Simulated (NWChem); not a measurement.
# CdNH2Br; SMILES [NH2][Cd][Br]

```xyz
5

Cd    -0.0071    -0.7125    -0.0133
Br     0.0036     1.6998     0.0119
N      0.0261    -2.7177     0.1242
H      0.8309    -3.1218    -0.3548
H     -0.7973    -3.1496    -0.2951
```
Atoms are numbered in this order, from 1.

Results from NWChem. Structure relaxed at the PBE0/def2-SVP level. Not confirmed as a minimum by frequencies. def2 effective core potentials on Cd; no spin-orbit coupling. Ions are spin-unrestricted doublets at the neutral geometry; other ion states weren't tried.

Q: Estimate the computed values for PBE0/def2-SVP. Quantities: vertical ionisation energy, ΔSCF (eV); −ε(HOMO) (eV).

A: 
- vertical ionisation energy, ΔSCF (eV): 9.21
- −ε(HOMO) (eV): 7.05
